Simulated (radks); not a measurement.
The mean radii <r> (bohr) of the occupied orbitals of an atom or ion are listed with their occupations. Calculated with a radial shooting solver on a logarithmic mesh with Libxc functionals: Dirac Kohn-Sham, LDA (Slater exchange, Perdew-Wang correlation), spin-unpolarised, spherical densities, finite nucleus; Fermi nuclear charge, rms radius of each element as measured or else 0.836 A^(1/3) + 0.57 fm.

orbital  occ.      <r>
1s1/2       2  0.01900
2s1/2       2  0.07983
2p1/2       2  0.06614
2p3/2       4  0.07387
3s1/2       2   0.2084
3p1/2       2   0.1982
3p3/2       4   0.2126
3d3/2       4   0.1864
3d5/2       6   0.1908
4s1/2       2   0.4684
4p1/2       2   0.4747
4p3/2       4   0.5079
4d3/2       4   0.5287
4d5/2       6   0.5403
5s1/2       2    1.135
5p1/2       2    1.264
5p3/2       4    1.372
4f5/2       6   0.6698
4f7/2       8   0.6825
5d3/2     0.8    2.074
5d5/2     1.2    2.135

Name the element and its charge. Open shells, if any, are shared by 2j + 1.

Answer. Z = 72, hafnium, charge +2: Hf2+ in [Xe] 4f14 5d2. The 1s radius gives Z: for a bare nucleus <r> = (2 gamma + 1)/(2Z) with gamma = sqrt(1 - (Z/c)^2), 0.01876 bohr for Z = 72, and screening makes it slightly larger (0.01900 here). The occupations add up to 70, and the charge is Z minus that.
